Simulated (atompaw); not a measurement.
beryllium: one change to a PAW (atompaw) potential, before and after

| Property | Result |
| --- | --- |
| Element | beryllium (Be) |
| Generator | atompaw 4.2.0.5 |
| Type | PAW |
| Functional | LDA (PW92) |
| Relativity | non-relativistic |
| Frozen core | [He] |
| Valence charge | 2 |
| Reference configuration | 2s2 2p0 |
| Partial waves | 2s (bound): rc 1.90 bohr; 2s channel at -0.05 Ry: rc 1.90 bohr; 2p (bound, empty): rc 3.00 bohr; 2p channel at 0.15 Ry: rc 3.00 bohr |
| Local potential | bessel scheme, radius 2.05 bohr |
| Core correction | smooth core density matched at 1.90 bohr |
| Augmentation charge | besselshape compensation charge, radius 2.60 bohr; PAW radius 3.00 bohr; waves and projectors: custom polynom vanderbiltortho |

Change: augmentation besselshape compensation charge, radius 2.60 bohr; PAW radius 3.00 bohr; waves and projectors: custom rrkj vanderbiltortho.

Cutoffs: the cutoffs (Ry, on a coarse ladder) from which the occupation-weighted sum of valence levels, in a spherical-Bessel basis at the reference potential, stays within 10 and 1 mRy of its value at 400 Ry; they do not see the model core or the augmentation charge, which bear on the density cutoff.

**Question.** What does the change do?

**Answer.** Both files are very soft, the changed one slightly softer (loose and tight cutoff 8 and 12 Ry → 6 and 8 Ry on this coarse ladder); neither file shows a bound ghost.

```csv
quantity,base,changed
"cutoff, loose",8 Ry,6 Ry
"cutoff, tight",12 Ry,8 Ry
bound ghosts,none,none
s: phases at 3.01 bohr within 0.05 rad from the reference energy up to (Ry; the scan ends near 5),to the end of the scan,to the end of the scan
p: phases at 3.01 bohr within 0.05 rad from the reference energy up to (Ry; the scan ends near 5),1.8,1.4
lowest overlap eigenvalue by channel,"s 0.51, p 0.95","s 0.55, p 0.96"
```

 The cutoffs see the waves, projectors and local potential, not the compensation charge or the core.
